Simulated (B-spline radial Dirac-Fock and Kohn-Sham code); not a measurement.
## Form factor and incoherent scattering function of Cr¹⁷⁺

System: the Cr¹⁷⁺ ion in the configuration 1s2 2s2 2p3.

Model: Dirac-Fock densities. Program: a B-spline atomic structure program. f₀ is the Fourier transform of the spherical electron density, S the Waller-Hartree incoherent function, and s = sin θ/λ. The electron scattering factor follows from the Mott-Bethe formula f_e = 0.023934 Å⁻¹·(Z − f₀)/s².

```
s (Å⁻¹)     f₀      S  f_e (Å)
      0  7.000  0.000        –
   0.05  6.993  0.010  162.821
    0.1  6.971  0.039   40.757
   0.15  6.935  0.088   18.153
    0.2  6.885  0.155   10.241
   0.25  6.821  0.240    6.579
    0.3  6.744  0.342    4.589
   0.35  6.655  0.459    3.389
    0.4  6.555  0.591    2.610
   0.45  6.444  0.734    2.075
    0.5  6.323  0.889    1.692
    0.6  6.055  1.224    1.193
    0.7  5.760  1.583    0.891
    0.8  5.447  1.952    0.694
    0.9  5.123  2.321    0.558
      1  4.795  2.679    0.460
    1.1  4.471  3.020    0.386
    1.2  4.156  3.338    0.330
    1.4  3.572  3.893    0.249
    1.6  3.064  4.340    0.196
    1.8  2.643  4.688    0.158
      2  2.304  4.958    0.130
    2.5  1.750  5.412    0.085
      3  1.459  5.710    0.060
    3.5  1.288  5.947    0.044
      4  1.161  6.152    0.034
      5  0.940  6.475    0.022
      6  0.741  6.690    0.015
```

f₀ starts at the number of electrons, 7, and has fallen to half at s ≈ 1.43 Å⁻¹. The sum of ⟨r²⟩ over the electrons is 0.3961 bohr². For an ion f_e diverges as s goes to zero, because of the net charge.

Values without a named source are computed, but for edge energies of neutral atoms, which are taken from tables.
